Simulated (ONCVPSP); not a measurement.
Cutoff test, lutetium (Lu), ONCV

* Element: Lu
* Generator: ONCVPSP 4.0.1
* Type: optimised norm-conserving Vanderbilt (ONCV)
* Functional: PBE
* Relativity: scalar-relativistic
* Frozen core: [Xe]
* Valence charge: 17
* Reference configuration: 4f14 5d1 6s2
* Partial waves: 6s: rc 2.60 bohr, ncon 4, nbas 7, qcut 3.2 1/bohr, 2 projectors, debl 0.9 Ha; p scattering state at 0.03 Ha: rc 3.40 bohr, ncon 4, nbas 9, qcut 2.2 1/bohr, 2 projectors, debl 4 Ha; 5d: rc 3.45 bohr, ncon 4, nbas 9, qcut 3.7 1/bohr, 2 projectors, debl 2.3 Ha; 4f: rc 0.90 bohr, ncon 4, nbas 8, qcut 19.7 1/bohr, 2 projectors, debl 1.4 Ha
* Local potential: polynomial inside 0.60 bohr (lpopt 4, dvloc0 0 Ha)
* Core correction: none

In the p channel the program set the typed energies aside and used 0.050, 4.050 Ha.

Question: For each optimised wave give the share of its norm inside rc, the residual kinetic energy above qcut (Ha) and the cutoffs (Ha) for errors of 10, 1, 0.1 and 0.01 mHa per electron.

Answer:

| wave | norm inside rc | residual KE | 10 mHa | 1 mHa | 0.1 mHa | 0.01 mHa |
| --- | --- | --- | --- | --- | --- | --- |
| 6s | 0.209 | 1.3e-04 | 1.4 | 2.4 | 6.2 | 18.0 |
| s projector 2 | 0.259 | 1.9e-05 | 3.0 | 3.7 | 4.5 | 5.8 |
| p projector 1 | 0.068 | 4.4e-05 | 0.3 | 1.2 | 2.2 | 4.2 |
| p projector 2 | 0.168 | 8.2e-01 | 29.6 | 36.9 | 52.6 | 85.8 |
| 5d | 0.713 | 5.3e-05 | 4.4 | 5.5 | 7.0 | 19.4 |
| d projector 2 | 0.251 | 6.7e-03 | 6.7 | 20.2 | 32.6 | 40.9 |
| 4f | 0.755 | 9.2e-06 | 144.3 | 162.7 | 177.9 | 195.9 |
| f projector 2 | 0.036 | 8.8e-07 | 118.5 | 145.0 | 164.5 | 180.5 |

The occupied waves need 163 Ha and 178 Ha for 1 and 0.1 mHa. Note: ghosts flagged at negative energy: s at -315.5 eV, s at -56.5 eV, p at -365.9 eV (a further GHOST(-) flag falls on a real empty level of the atom); GHOST(+) flagged for p at 188.9 eV. A true bound ghost makes a file unfit for plane-wave use. 4 of 4 tests not solved or not reliable.
